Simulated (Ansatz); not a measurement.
A run for Ansatz (a quantum-chemistry and plane-wave program): R-CCSD(T)/def2-QZVPP on H2OSn (SMILES [OH][SnH]), a point of a torsion scan. Elements past Kr take the def2 small-core potentials; no spin–orbit coupling. Files ending in .json are basis or fitting sets from the Basis Set Exchange. The run froze 10 orbitals, filled d shells among them.

Ansatz 0.2 input:
```yaml
crystal:
  periodic: [false, false, false]
  atoms:
    - {symbol: O, position_ang: [-1.05249975, 0.15784989, 0.27144147]}
    - {symbol: Sn, position_ang: [0.78983481, 0.86263649, -0.11810126]}
    - {symbol: H, position_ang: [-1.59109368, -0.49430911, -0.17152935]}
    - {symbol: H, position_ang: [0.82414478, 0.66399730, -2.02107896]}
basis:
  gaussian:
    orbitals: def2-QZVPP.json
magnetization: {spin_polarized: false}
correlation: {method: ccsd_t, electrons: outside_noble_gas}
scf: {lower_state_search: off}
```

The head of its log:

```
WARN ansatz: RAYON_NUM_THREADS=1 ignored (pool sized by the plan → 1); use --threads N
Functional definition: HF
these checks for a lower state are left out or cut short: stability, starts, cluster_reference, orbital_swaps, neighbouring_geometries, increment
integrals: 0.81 GiB planned
1242 factors; integrals over basis functions are off by at most 1.0e-3 eV
mean field: 0.50 GiB planned
mean field evaluation 1: about -7872.0399 eV, gradient 4.2e1 eV
mean field evaluation 2: about -7872.0412 eV, gradient 4.2e1 eV
mean field evaluation 4: about -7875.3570 eV, gradient 2.4e0 eV
mean field evaluation 8: about -7875.3920 eV, gradient 1.0e-3 eV
mean field -7875.39194970 eV, -289.4153160191 hartree, gradient 7.4e-6 eV, S^2 0.000000; 0 other end points of the search recorded, 0 dependent functions left out
10 core orbitals not correlated
reference -7875.39194970 eV, -289.4153160191 hartree; 6, 6 occupied and 183, 183 virtual orbitals, 1242 factors
```

Give the final energy of this run.

-289.8059 hartree (reference determinant -289.4153, T1 diagnostic 0.018).
